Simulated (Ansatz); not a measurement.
Consider the ligand exchange at a Ge–C bond: `F[Si@H]1S[C@@H]1[GeH3]` + `[OH][GeH2][F]` → `[F][GeH2][O][GeH3]` + `F[SiH]1CS1`.

Program: Ansatz. Geometries: PBE0-D4/def2-TZVP. ΔE: electronic, gas phase. CCSD(T)/CBS adds triple-zeta CCSD(T) − MP2 to the extrapolated MP2 energy (def2 sets, frozen cores). Functionals use def2-TZVPP. B3LYP here is the variant with VWN-RPA as its local correlation; programs differ in this. For Ge outer-core shells are correlated without core-valence functions, which leaves a few kJ/mol of doubt a bond. Scalar relativity is left out up to krypton. Each species was taken in one conformer, which may not be the lowest.

```json
{"level": "PBE0-D4", "ΔE (eV)": "-0.34"}
{"level": "PBE", "ΔE (eV)": "-0.34"}
{"level": "B3LYP", "ΔE (eV)": "-0.47"}
{"level": "HF/def2-QZVPP", "ΔE (eV)": "-0.64"}
```

(1) What does CCSD(T)/CBS give? (An estimate is asked.)

Largest T1 diagnostic among the species: 0.012.

## Answers

(1) The calculation gave: -0.36 eV. The listed levels differ from it by 0.02, 0.02, -0.11, -0.28 eV.

The D4 term adds +0.04 eV with B3LYP and +0.02 eV with PBE0; it sums over pairs of atoms, weighted by their polarisabilities, and B3LYP, whose exchange is more repulsive, gets the larger term. In def2-TZVPP, CCSD(T) changes the Hartree–Fock value by +0.23 eV (the triples alone add +0.03 eV) and MP2 by +0.27 eV.
